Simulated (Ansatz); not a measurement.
Basis sets compared for Be₂Se₂ (the lowest singlet isomer of a short search). Charge 0, multiplicity 1. Geometry r2SCAN-D4/def2-TZVP. Ansatz on 4 threads of Arm Neoverse V2 on a shared host; times are rough, and most runs start from earlier orbitals.

```
atom   x (Å)   y (Å)   z (Å)
 Be1   0.633  -0.084   0.772
 Be2  -0.633   0.084  -0.772
 Se3   1.128   1.154  -0.799
 Se4  -1.128  -1.154   0.799
```

The 6-31G sets use Cartesian d functions. The structure comes from a short search, and lower isomers may exist.

Binding counts from free atoms (Be singlet, Se triplet) in the same basis, without a counterpoise term.

```csv
level,functions,energy (Eh),HOMO (eV),LUMO (eV),binding per atom (eV),wall time
HF/STO-3G,46,-4776.1731,-6.37,2.75,2.82,0.15 s
HF/6-31G,76,-4828.3593,-8.85,-0.15,1.82,0.35 s
HF/def2-TZVP,134,-4829.0941,-8.81,-0.31,2.00,0.95 s
PBE-D4/def2-SVP,82,-4831.3238,-5.52,-3.65,2.99,0.5 s
PBE-D4/def2-TZVP,134,-4831.9479,-5.60,-3.60,3.00,0.95 s
r2SCAN-D4/def2-TZVP,134,-4832.6893,-5.84,-3.25,3.01,2 s
PBE0-D4/def2-SVP,82,-4831.4883,-6.55,-2.93,2.92,0.85 s
PBE0-D4/def2-TZVP (with forces),134,-4832.1133,-6.61,-2.86,2.94,1.6 s
```

Q: Estimate the rows for PBE-D4/def2-TZVPD, r2SCAN-D4/def2-TZVPD, PBE0-D4/def2-TZVPD.

A: 
```
               level  functions  energy (Eh)  HOMO (eV)  LUMO (eV)  binding per atom (eV)  wall time
   PBE-D4/def2-TZVPD        158   -4831.9494      -5.64      -3.63                   3.01      1.2 s
r2SCAN-D4/def2-TZVPD        158   -4832.6904      -5.86      -3.27                   3.02      2.5 s
  PBE0-D4/def2-TZVPD        158   -4832.1146      -6.64      -2.89                   2.94      1.9 s
```
